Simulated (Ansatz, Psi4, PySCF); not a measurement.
F2In (SMILES [F][In+][F]), charge +1, singlet, at a GFN2-xTB geometry (such geometries of metal compounds can be far from the true shape) (core potentials on In). Base run: PySCF with R2SCAN/def2-SVP.

Input for PySCF:
```python
from pyscf import gto, scf, dft

mol = gto.Mole()
mol.atom = '''
    In    0.000000    0.000000    0.000000
    F     0.000000    0.000000    2.027818
    F    -0.000000   -0.000000   -2.027818
'''
mol.basis = 'def2-svp'
mol.ecp = {'In': 'def2-svp'}
mol.charge = 1
mol.spin = 0
mol.verbose = 4
mol.build()

mf = dft.RKS(mol)
mf.xc = 'r2scan'
mf.kernel()
```

The same geometry, method and basis name were run in Ansatz (a first-principles code) and Psi4 and PySCF, at each program's defaults and at the settings that a row names. The base is PySCF at its defaults. Differences at the defaults can come from grids, fitting, cores and function types together.

```tsv
code and settings	ΔE vs base (µEh)	basis functions	E (Eh)	SCF cycles
PySCF, defaults (exact integrals, its default grid, spherical functions)	0.0	54	-389.31835	9
Psi4, defaults (density fitting with its default set, its default grid, spherical functions)	___	54	___	8
Ansatz, defaults (factorised integrals, its default grid, spherical functions)	-28.7	54	-389.31837	-
PySCF, density fitting with def2-universal-jkfit	-77.2	54	-389.31842	9
PySCF, fine grid	-25.1	54	-389.31837	9
Psi4, exact integrals, spherical functions, fine grid	___	54	___	10
Ansatz, high accuracy	-27.8	54	-389.31837	-
```

Question: What belongs in the gaps?

Answer: 
- Psi4, defaults (density fitting with its default set, its default grid, spherical functions), ΔE vs base (µEh): -682
- Psi4, defaults (density fitting with its default set, its default grid, spherical functions), E (Eh): -389.31903
- Psi4, exact integrals, spherical functions, fine grid, ΔE vs base (µEh): -206
- Psi4, exact integrals, spherical functions, fine grid, E (Eh): -389.31855
